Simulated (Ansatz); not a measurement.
Basis sets compared for [ICl4]- (ICl₄⁻). The state is a singlet with charge -1. Geometry PBE-D4/def2-SVPD. Ansatz on 4 threads of Arm Neoverse V2 on a shared host; times are rough, and most runs start from earlier orbitals.

```xyz
5

I     0.000    0.000    0.000
Cl    1.171   -1.341    1.858
Cl   -0.537   -2.189   -1.242
Cl   -1.171    1.341   -1.858
Cl    0.537    2.189    1.242
```

In the def2 sets I takes a core potential; there is no spin–orbit coupling.

```tsv
level	functions	energy (Eh)	HOMO (eV)	LUMO (eV)	wall time
PBE-D4/def2-SVPD	143	-2137.3426	-2.66	-0.25	1.4 s
PBE0-D4/def2-SVPD	143	-2137.4913	-4.00	0.32	2.6 s
```

Task: Estimate the rows for PBE-D4/def2-TZVPD, PBE0-D4/def2-TZVPD.

Result: 
```
             level  functions  energy (Eh)  HOMO (eV)  LUMO (eV)  wall time
 PBE-D4/def2-TZVPD        243   -2137.9628      -2.60      -0.10        3 s
PBE0-D4/def2-TZVPD        243   -2138.1059      -3.92       0.49        6 s
```
